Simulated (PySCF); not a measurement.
Below is a simulated gas-phase Ti 2p photoelectron spectrum of Ti(NH2)Me3 (`[CH3][Ti]([CH3])([CH3])[NH2]`).

Every computed line was given a Gaussian of 0.7 eV full width at half maximum and an area set by the number of equivalent atoms (split 2:1 within a doublet); the highest printed point is 100. Computed, not measured: delta-SCF UKS SCAN, pcX-2 on the ionised atom (unc-x2c-TZVPall on a metal), pcseg-1 elsewhere, spin-free X2C in PySCF.

| binding energy (eV) | intensity |
| --- | --- |
| 460.6 | 1 |
| 460.8 | 6 |
| 461.0 | 24 |
| 461.2 | 60 |
| 461.4 | 97 |
| 461.6 | 100 |
| 461.8 | 65 |
| 462.0 | 27 |
| 462.2 | 7 |
| 462.4 | 1 |
| 462.6 | 0 |
| 462.8 | 0 |
| 463.0 | 0 |
| 463.2 | 0 |
| 463.4 | 0 |
| 463.6 | 0 |
| 463.8 | 0 |
| 464.0 | 0 |
| 464.2 | 0 |
| 464.4 | 0 |
| 464.6 | 0 |
| 464.8 | 0 |
| 465.0 | 0 |
| 465.2 | 0 |
| 465.4 | 0 |
| 465.6 | 0 |
| 465.8 | 0 |
| 466.0 | 0 |
| 466.2 | 0 |
| 466.4 | 1 |
| 466.6 | 6 |
| 466.8 | 18 |
| 467.0 | 39 |
| 467.2 | 52 |
| 467.4 | 44 |
| 467.6 | 24 |
| 467.8 | 8 |
| 468.0 | 2 |
| 468.2 | 0 |

Problem. How many maxima does the curve show, and how many computed lines lie under it?

Solution. The curve has 2 maxima (at 461.5 and 467.2 eV). Under it lie 2 lines from 1 inequivalent titanium site, drawn as a 2p3/2, 2p1/2 pair.

Problem. Decompose the envelope and assign each component. Bonds: Ti1–N2, Ti1–C5, Ti1–C9, Ti1–C13. Hydrogens: H3, H4 on N2; H6, H7, H8 on C5; H10, H11, H12 on C9; H14, H15, H16 on C13.

Solution. 
| position (eV) | relative area | line | atoms | environment |
| --- | --- | --- | --- | --- |
| 461.51 | 0.67 | Ti 2p3/2 | Ti1 | titanium bonded to 3 C and N |
| 467.23 | 0.33 | Ti 2p1/2 | Ti1 | titanium bonded to 3 C and N |

The curve has no shake-up lines and no vibrational structure. The 2p values add to the ΔSCF energy of one spin-free hole a correction within the shell (spin–orbit coupling, ligand field). 2p1/2 minus 2p3/2 (ligand field included): Ti 5.72 eV. Satellites of the metal's 2p lines aren't described. Geometry: PBE0-D3(BJ)/def2-SVP; no solvent, vibrations or thermal averaging. Metal 2p energies of this one-determinant scheme are less reliable than its 1s energies.
